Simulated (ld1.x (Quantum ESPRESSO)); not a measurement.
## Which change was made? (As, TM)

arsenic, norm-conserving Troullier–Martins (Kleinman–Bylander form), made with ld1.x (Quantum ESPRESSO) 7.5 (LDA (PZ), scalar-relativistic). Core [Ar] 3d10, reference 4s2 4p2.5 (charge +0.5). Waves: 4s (bound): rc 1.60 bohr; 4p (bound): rc 1.65 bohr. Local part: the p channel. Core correction: a·sin(br)/r model core inside 1.55 bohr.

Cutoffs, loose and tight: the cutoffs (Ry, on a coarse ladder) from which the occupation-weighted sum of valence levels, in a spherical-Bessel basis at the reference potential, stays within 10 and 1 mRy of its value at 400 Ry. They do not see the model core or the augmentation charge, which bear on the density cutoff. Test errors are all-electron minus pseudo excitation energies from the reference, over the configurations 4s2 4p3; 4s2 4p2; 4s2 4p1; 4s0 4p5; 4s2 4p0; 4s2 4p3.3; 4s1 4p0 (two spin-polarised tests are not counted in the largest error); variants that change the core or the reference have their own tests.

The base gives: outcome: generated; cutoff, loose: 35 Ry; cutoff, tight: 50 Ry; bound ghosts: none; largest test error (meV): -260.

Q: After one change the result is: outcome: generated; cutoff, loose: 18 Ry; cutoff, tight: 35 Ry; bound ghosts: none; largest test error (meV): -275. Which change was it?
A. wave 4s (bound): rc 1.60 bohr becomes 4s (bound): rc 1.08 bohr
B. wave 4s (bound): rc 1.60 bohr becomes 4s (bound): rc 2.02 bohr
C. wave 4s (bound): rc 1.60 bohr becomes 4s (bound): rc 2.38 bohr

A: C. The others give: wave 4s (bound): rc 1.60 bohr becomes 4s (bound): rc 1.08 bohr → outcome: generated; cutoff, loose: 160 Ry; cutoff, tight: 300 Ry; bound ghosts: s; largest test error (meV): -235 | wave 4s (bound): rc 1.60 bohr becomes 4s (bound): rc 2.02 bohr → outcome: generated; cutoff, loose: 25 Ry; cutoff, tight: 40 Ry; bound ghosts: none; largest test error (meV): -267.
